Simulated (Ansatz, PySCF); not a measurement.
Molecule: PH5, net charge 0, singlet state. 
Geometry from a B3LYP-D3(BJ)/def2-TZVP (Ansatz, a program for electronic structure) optimisation:
```
P
H 1 1.4251
H 1 1.4251 2 120.00
H 1 1.4251 2 120.00 3 -180.00
H 1 1.4787 2 90.00 4 -90.00
H 1 1.4787 2 90.00 5 180.00
```

Quantity: vertical triplet-singlet gap (E(triplet) - E(singlet); each state is the SCF solution reached for its spin; the molecule has degenerate orbitals, so one determinant may break the symmetry), in kcal/mol. Cores are frozen in the correlated levels unless marked. UHF or UKS for open shells. Spin-orbit coupling is left out. No relativistic terms. CBS(X,Y): correlation extrapolated as X^-3; Hartree-Fock from the larger set. [CCSD(T)-MP2]/basis is that difference in the basis named.

```json
[
 {"level": "M06-2X/def2-TZVPD", "program": "PySCF", "vertical triplet-singlet gap (kcal/mol)": "107.2"}
]
```

### Question
What does RI-MP2/CBS(aug-cc-pV(T+d)Z,aug-cc-pV(Q+d)Z)+[CCSD(T)-MP2]/aug-cc-pV(T+d)Z (Ansatz) give?

### Answer
102.9 kcal/mol
